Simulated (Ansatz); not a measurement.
One change: `[NH2][AlH][OH]` becomes `[NH2][InH][OH]`.

Ansatz, PBE0-D4/def2-TZVP geometries, multiplicity 1. Each molecule was computed in one conformer, which needn't be the lowest.

Elements past krypton have def2 core potentials.

```
                                      property  `[NH2][AlH][OH]`
           HOMO–LUMO gap (PBE/def2-TZVPP) / eV              5.39
             LUMO energy (PBE/def2-TZVPP) / eV             -0.58
         HOMO–LUMO gap (B3LYP/def2-TZVPP) / eV              7.07
         LUMO energy (ωB97M-V/def2-TZVPP) / eV              1.73
zero-point energy (PBE0-D4/def2-TZVP) / kJ/mol             120.8
           LUMO energy (B3LYP/def2-TZVPP) / eV             -0.05
```

Question: Give the same properties after the change, and the shifts. (Estimate.)

Answer: Ansatz gave: 
| property | `[NH2][InH][OH]` | shift |
| --- | --- | --- |
| HOMO–LUMO gap (PBE/def2-TZVPP) / eV | 4.24 | -1.15 |
| LUMO energy (PBE/def2-TZVPP) / eV | -1.52 | -0.94 |
| HOMO–LUMO gap (B3LYP/def2-TZVPP) / eV | 5.81 | -1.26 |
| LUMO energy (ωB97M-V/def2-TZVPP) / eV | 0.59 | -1.14 |
| zero-point energy (PBE0-D4/def2-TZVP) / kJ/mol | 115.4 | -5.4 |
| LUMO energy (B3LYP/def2-TZVPP) / eV | -1.09 | -1.04 |

With PBE0 the HOMO rises by 0.25 eV and the LUMO falls by 0.96 eV, so the gap narrows by about 1.21 eV. PBE moves the HOMO by 0.21 eV and ωB97M-V by 0.28 eV.

B3LYP here is the variant with VWN-RPA as its local correlation; programs differ in this.
